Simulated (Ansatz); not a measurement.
Total energies of NiCl2 from Ansatz at r2SCAN-D4/def2-TZVP, gas phase (1 Eh = 27.2114 eV = 2625.5 kJ/mol). The reference geometry is relaxed at PBE-D4/def2-TZVP.

```tsv
state	geometry	energy (Eh)
charge 0 triplet	reference	-2428.78696
charge 1 quartet	reference	-2428.39221
free Ni atom (triplet)	–	-1508.25535
free Cl atom (doublet)	–	-460.11688
```

Other spin states of the ions weren't run at this level and may lie lower.

**Question.** Work out the vertical ionisation energy to the quartet.

**Answer.** E(charge 1 quartet) − E(charge 0 triplet) = -2428.39221 − (-2428.78696) = 0.39475 Eh = 10.74 eV. For comparison, −ε of the highest occupied level of the spin that leaves is 7.92 eV at this level, 2.82 eV less.

**Question.** What is the binding energy per atom against free atoms?

**Answer.** Atoms: 1 × (-1508.25535) + 2 × (-460.11688) = -2428.48911 Eh. Binding: -2428.48911 − (-2428.78696) = 0.29785 Eh = 8.10 eV, or 2.70 eV for each of 3 atoms (no zero-point energy, no counterpoise term).

 The singlet lies 1.71 eV above the triplet at this level but is left out (at the level of its geometry, an occupied level 0.93 eV above an empty one). With broken spin symmetry it lies 1.15 eV lower (⟨S²⟩ 1.00).
